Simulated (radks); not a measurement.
Values are calculated unless marked as measured or tabulated.
Pd XXX, configuration [Ne] 3s2 3p5.

Level of theory: scalar-relativistic Kohn-Sham, PBE, spin-polarised, spherical densities, finite nucleus; open shells are filled with parallel spins first (spin-orbit coupling, left out, can overturn this in heavy ions); Fermi nuclear charge, rms radius 4.5318 fm (a radial shooting solver on a logarithmic mesh with Libxc functionals).

Energy parts (hartree):
total: -4447.05487
kinetic: 4634.51800
electron-nucleus: -9761.01888
Hartree: 775.85563
exchange-correlation: -96.40962

Orbitals (lengths in bohr, moments of r in powers of bohr; r(max) is where P^2 peaks):
| orbital | occ. | eigenvalue (hartree) | r(max) | <r^4> | <1/r> | <r> |
|---|---|---|---|---|---|---|
| 1s up | 1 | -941.1210 | 0.02066 | 4.883e-06 | 48.23 | 0.03186 |
| 1s down | 1 | -941.0548 | 0.02066 | 4.882e-06 | 48.23 | 0.03185 |
| 2s up | 1 | -181.4556 | 0.1163 | 0.0008263 | 11.05 | 0.1369 |
| 2s down | 1 | -181.4100 | 0.1163 | 0.0008252 | 11.05 | 0.1369 |
| 2p up | 3 | -168.4474 | 0.09297 | 0.0005855 | 10.67 | 0.1192 |
| 2p down | 3 | -168.3790 | 0.09300 | 0.0005850 | 10.67 | 0.1192 |
| 3s up | 1 | -66.53539 | 0.3202 | 0.02566 | 4.337 | 0.3411 |
| 3s down | 1 | -66.34276 | 0.3202 | 0.02576 | 4.332 | 0.3414 |
| 3p up | 3 | -62.35375 | 0.3090 | 0.02457 | 4.187 | 0.3321 |
| 3p down | 2 | -62.15951 | 0.3091 | 0.02467 | 4.185 | 0.3323 |

The highest occupied level is 3p down at -1691.4 eV. Spin moment in Bohr magnetons: 1. The spin density at the nucleus is -1.661 e/bohr^3 (1s -5.622, 2s 0.599, 3s 3.362). The density falls to 0.001 e/bohr^3 at r = 0.95 bohr. The electron density at the nucleus is 1.365e+05 e/bohr^3 (large components only). Summed over all electrons, <r^2> = 1.051 bohr^2, which gives a Langevin (diamagnetic) susceptibility term of -0.833 x 10^-6 cm^3/mol. For comparison, the ionisation energy in NIST's Atomic Spectra Database is 1706 eV (semi-empirical). In exact Kohn-Sham theory the highest level is minus the ionisation energy, but local and semilocal functionals leave it too shallow, through self-interaction and a potential that decays too fast; potentials with the right tail come closer.
